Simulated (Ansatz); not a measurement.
Single points on Ge(CF3)2H2 (C2H2F6Ge).

```yaml
crystal:
  periodic: [false, false, false]
  atoms:
    - {symbol: Ge, position_ang: [-0.715657, 0.010806, -0.507762]}
    - {symbol: C, position_ang: [-0.661336, -0.017766, 1.482494]}
    - {symbol: F, position_ang: [-1.896525, 0.114311, 2.003804]}
    - {symbol: F, position_ang: [0.092551, 0.985305, 1.966295]}
    - {symbol: F, position_ang: [-0.147959, -1.171060, 1.945856]}
    - {symbol: C, position_ang: [1.180841, 0.008998, -1.113768]}
    - {symbol: F, position_ang: [1.844786, -1.063263, -0.646101]}
    - {symbol: F, position_ang: [1.833495, 1.106141, -0.691686]}
    - {symbol: F, position_ang: [1.260921, -0.018379, -2.458238]}
    - {symbol: H, position_ang: [-1.386367, 1.301025, -0.972588]}
    - {symbol: H, position_ang: [-1.404750, -1.256116, -1.008296]}
basis:
  gaussian: {orbitals: def2-TZVP, initial_orbitals: start.molden}
magnetization: {spin_polarized: true, initial_magnetization: 2}
hamiltonian: {xc: r2scan, dispersion: d4}
scf: {omitted_lower_state_checks: [starts]}
output: {orbitals: {seedname: orbitals}}
```

The file start.molden holds the orbitals of an earlier run on this structure, at another level or in another basis.

```sh
$ ansatz run in.yaml --threads 4 --pin off --events-out ev --progress --plain --max-ram 4787MiB
```

Shortened log:

```
Functional definition: r2SCAN
1742 factors; their error is unknown
mean field evaluation 1: about -74918.8729 eV, gradient 6.4e0 eV
mean field evaluation 2: about -74918.9608 eV, gradient 1.4e-1 eV
mean field evaluation 4: about -74918.9346 eV, gradient 2.2e-3 eV
mean field evaluation 8: about -74918.9346 eV, gradient 1.5e-5 eV
mean field evaluation 16: about -74918.9346 eV, gradient 1.3e-5 eV
mean field -74918.93463332 eV, -2753.2200658965 hartree, gradient 1.3e-5 eV, S^2 2.016303; 0 other end points of the search recorded, 0 dependent functions left out
reference -74918.93464385 eV, -2753.2200662837 hartree; 51, 49 occupied and 257, 259 virtual orbitals, 1742 factors
Total energy: -74919.00056235 eV, -2753.2224887440 hartree
Checks for a lower state left out: starts
```

Run time 35 s (4 threads of Arm Neoverse V2 on a shared host), peak host memory 1.3 GiB.

First input, but with `hamiltonian: {xc: pbe, dispersion: d4}` (abridged; 10 s):

```
Functional definition: PBE
mean field evaluation 16: about -74900.7264 eV, gradient 1.4e-6 eV
mean field -74900.72642595 eV, -2752.5509266180 hartree, gradient 1.4e-6 eV, S^2 2.006284
Total energy: -74900.98507019 eV, -2752.5604316184 hartree
Checks for a lower state left out: starts
```

First input, but with `gaussian: {orbitals: def2-TZVP}`, `hamiltonian: {xc: pbe0, dispersion: d4}` (abridged; 79 s):

```
Functional definition: PBE0
mean field evaluation 16: about -74901.4489 eV, gradient 4.9e-3 eV
mean field evaluation 32: about -74901.4489 eV, gradient 4.6e-4 eV
mean field -74901.44888097 eV, -2752.5774763501 hartree, gradient 5.3e-6 eV, S^2 2.017311
Total energy: -74901.66802696 eV, -2752.5855298169 hartree
Checks for a lower state left out: starts
```

Geometry: r2SCAN-D4/def2-SVP, that of the neutral singlet.

At PBE0-D4/def2-TZVP a singlet of charge 0 lies 7.66 eV below the triplet at the same geometry.
